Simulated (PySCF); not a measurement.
**Computed properties of Cl2FHNNb, SMILES [NH]=[Nb]([F])([Cl])[Cl], multiplicity 1**

Nb(NH)(F)(Cl)2 (Cl2FHNNb), SMILES [NH]=[Nb]([F])([Cl])[Cl], multiplicity 1. Geometry: B3LYP-D3(BJ)/def2-SVP. The spin state was assumed, not searched. The structure was generated by enumeration; whether it is a known compound was not checked. The def2 effective core potentials stand for the cores of Nb; spin–orbit coupling is left out. Other conformers were not sampled. All values are computed for the isolated molecule unless a solvent is named; none is compared with measurement here.

**Structure.** The optimised structure has Cs symmetry. All 12 harmonic modes at B3LYP-D3(BJ)/def2-SVP (PySCF) are real, so it is a minimum. With heavy atoms numbered as in [Nb:1](=[NH:2])([F:4])([Cl:5])[Cl:6], the shortest bond between them is Nb1–N2 at 1.736 Å and the longest Nb1–Cl6 at 2.310 Å.

**Vibrations.** The strongest infrared lines (harmonic, unscaled, degenerate partners summed) lie at 3617 cm⁻¹ (226 km/mol, H 92 %), 586 cm⁻¹ (189 km/mol, H 78 %, N 21 %), 543 cm⁻¹ (157 km/mol, H 78 %, N 21 %). The softest mode is at 105 cm⁻¹ and the zero-point energy is 11.7 kcal/mol.

**Electronic structure.** PBE0/def2-TZVP (PySCF) places the frontier levels at -8.81 and -2.73 eV, a gap of 6.08 eV, and gives a dipole moment of 1.59 D and a mean polarisability of 70.0 bohr³. PBE/def2-TZVP (PySCF) at the same geometry gives -7.44 and -3.46 eV, so its gap is 2.10 eV narrower. An orbital gap is neither the optical nor the fundamental gap.

**Excitations.** TDDFT-ωB97X/def2-SVPD (PySCF) has S1 at 4.51 eV (275 nm, f = 0.002, dark); the most intense of the 10 singlets computed lies at 6.05 eV (f = 0.02). T1 (TDA) is at 4.19 eV. TDDFT-PBE/def2-SVPD (PySCF) puts S1 at 4.04 eV. No vertical singlet excitation falls in the visible range (under 3.1 eV).
